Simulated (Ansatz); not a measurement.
Zr₂Se₄ (the lowest singlet isomer of a short search). Charge 0, multiplicity 1. Geometry PBE-D4/def2-SVP, basis def2-TZVP, Ansatz.

```xyz
6

Zr   -0.544   -0.442    0.557
Zr    1.231    0.985   -1.236
Se    0.019   -1.073   -1.991
Se   -0.771    2.113   -0.237
Se   -2.022   -1.602    1.998
Se    2.086    0.019    0.909
```

```tsv
run	HOMO (eV)	LUMO (eV)
A	-5.54	-4.75
B	-5.79	-4.72
C	-5.48	-4.65
D	-6.49	-4.21
E	-5.36	-4.61
```

In the def2 sets Zr takes a core potential; there is no spin–orbit coupling. The structure comes from a short search, and lower isomers may exist.

**Question.** The runs used BLYP, PBE, PBE0, r2SCAN, revPBE. Estimate which is which.

**Answer.** A PBE (0 % exact exchange); B r2SCAN (0 % exact exchange); C revPBE (0 % exact exchange); D PBE0 (25 % exact exchange); E BLYP (0 % exact exchange). Exact exchange lowers occupied and raises empty levels; among semilocal functionals meta-GGAs tend to open the gap a little, and such runs are hard to tell apart. The gap grows from 0.75 eV (BLYP) to 2.28 eV (PBE0).
